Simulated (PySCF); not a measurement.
# Computed structure and properties of DyH3(H2O)

System: DyH3(H2O) (singlet in the valence; each metal's 4f electrons, 9 of them, lie in its core potential, out of spins and levels); start: displaced along the imaginary mode (C1). Method: PySCF 2.14.0, RKS PBE0, Dy lcecp-1-SVP with ECP55, H def2-SVP, O def2-SVP; non-relativistic Hamiltonian with scalar-relativistic core potentials where named; density fitting; no spin-orbit coupling.

Input of the relaxation:

```python
mol = gto.M(atom='''
Dy     0.12469    -0.14000     0.13685
H      0.80832     1.66075     0.85025
H     -0.97848    -1.31283     1.36643
H      1.16419    -1.04747    -1.37012
O     -1.19595     1.26593    -1.24957
H     -0.95619     2.20641    -1.05305
H     -1.33923     1.17297    -2.22121''',
    basis={'Dy': 'lcecp-1-SVP', 'H': 'def2-SVP', 'O': 'def2-SVP'},
    ecp={'Dy': 'lcecp-1-SVP'},
    charge=0, spin=0)
mf = dft.RKS(mol, xc='PBE0')
mf.grids.atom_grid = (50, 194)  # f atoms: unpruned, at least (60, 302)
mf = mf.density_fit()  # fitting sets: Dy AutoAux, H def2-universal-JKFIT, O def2-universal-JKFIT
mf.conv_tol = 1e-08; mf.max_cycle = 55
mf.kernel(dm0)  # dm0: converged density of the start geometry
# quasi-Newton relaxation in Cartesian coordinates to a largest gradient under 0.00045 Eh/bohr, steps kept in the point group
```

Run from Python with OMP_NUM_THREADS=2; the lines above give its settings. Where DIIS fails, smearing, a level shift and second-order steps follow.
It took 48 s on 2 threads of Arm Neoverse V2, with other jobs on the host, from the converged density of the start.

Course of the relaxation:

```csv
step,energy above end (eV),largest force component within the symmetry (eV/Å)
0,0.0686,0.967
1,0.0471,0.160
2,0.0459,0.040
3,0.0455,0.026
4,0.0453,0.018
5,0.0452,0.015
6,0.0448,0.028
7,0.0439,0.108
22,0.0015,0.099
23,0.0011,0.037
24,0.0006,0.028
25,0.0002,0.040
26,0.0001,0.030
27,0.0000,0.013
```
(The steps between are left out.)

Relaxed geometry (C1):

```xyz
7

Dy    0.0474   -0.2323   -0.0436
H     0.4153    1.7954    0.3236
H    -0.9069   -1.2867    1.3804
H     1.4266   -1.2360   -1.1126
O    -1.2449    1.2421   -1.2605
H    -0.6587    1.8833   -0.7146
H    -1.4515    1.6400   -2.1130
```

```csv
contact,Å
Dy1–H2 (H),2.093
Dy1–H3 (H),2.012
Dy1–H4 (H),2.013
Dy1–O5 (H2O),2.308
```

Short contacts between ligands at the end: H2···H6 1.50 Å.

On the finer grid (75, 302):

```json
{
  "HOMO": "-6.57 eV",
  "LUMO": "-1.06 eV",
  "Dipole about the centre of mass": "4.24 D",
  "Set of Mulliken populations of Dy1 outside the core potential": "s 2.60, p 6.49, d 1.19, f 0.03",
  "D3(BJ) dispersion energy (not in the energies)": "-0.078 eV"
}
```

```
atom  Mulliken (e)  Löwdin (e)  spin (e)
 Dy1          0.70        0.45      0.00
  H2         -0.35       -0.21      0.00
  H3         -0.24       -0.21      0.00
  H4         -0.24       -0.20      0.00
  O5         -0.32       -0.04      0.00
  H6          0.23        0.09      0.00
  H7          0.22        0.12      0.00
```

The 4f levels lie in the core potential and are missing. Their spin isn't counted.

On the grid (50, 194), as all that follows. Harmonic modes: a minimum; lowest 144 cm⁻¹ (negative: unstable), highest 3923 cm⁻¹, zero-point energy 1.030 eV.

Taking off one H (charge -1, singlet; the rest: singlet) in vacuum, both parts rigid, costs 10.00 eV; the small basis without counterpoise inflates it. Most of it is the attraction of opposite charges; other ways to part are cheaper, and one spin state was tried for the rest.

Rigid scan of H along the line from its metal:

```tsv
distance to H2 (Å)	energy (eV)
1.79	0.383
1.89	0.153
1.99	0.034
2.09	0.000
2.19	0.029
2.29	0.105
2.49	0.355
2.79	0.860
3.19	1.604
3.69	2.484
```

Taking off one H2O (charge 0, singlet; the rest: singlet) in vacuum, both parts rigid, costs 1.60 eV; the small basis without counterpoise inflates it.

Rigid scan of H2O along the line from its metal:

(distance to O5 (Å), energy (eV)): (2.01, 0.516), (2.11, 0.193), (2.21, 0.041), (2.31, 0.000), (2.41, 0.029), (2.51, 0.099), (2.71, 0.295), (3.01, 0.599), (3.41, 0.912), (3.91, 1.164)

One start shape was tried, so this needn't be the lowest isomer.

An lcecp potential fixes the number of 4f electrons, so in runs with it no electron can move into or out of that shell.
